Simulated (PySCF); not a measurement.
A calculated (PBE0, PySCF 2.14, x2c-QZVPPall, the spin-free X2C one-electron Hamiltonian (Gaussian nucleus)) atom or ion has these occupied shells.

```
shell  electrons  orbital energy (eV)  rms radius, mean of both spins (bohr)
 1s α          1              -8264.6                                 0.0624
 1s β          1              -8264.6                                 0.0624
 2s α          1              -1009.6                                  0.266
 2s β          1              -1008.3                                  0.266
 2p α          3              -869.10                                  0.238
 2p β          3              -867.96                                  0.238
 3s α          1              -129.49                                  0.796
 3s β          1              -126.35                                  0.796
 3p α          3              -88.378                                  0.847
 3p β          3              -84.987                                  0.847
 3d α          5              -23.031                                   1.11
 3d β          3              -21.105                                   1.11
 4p α          1               -9.648                                   3.44
```

Task: Name the element and its charge.

Result: Ni⁺ (nickel, charge +1), in [Ar] 3d8 4p1, one real determinant (an excited configuration).
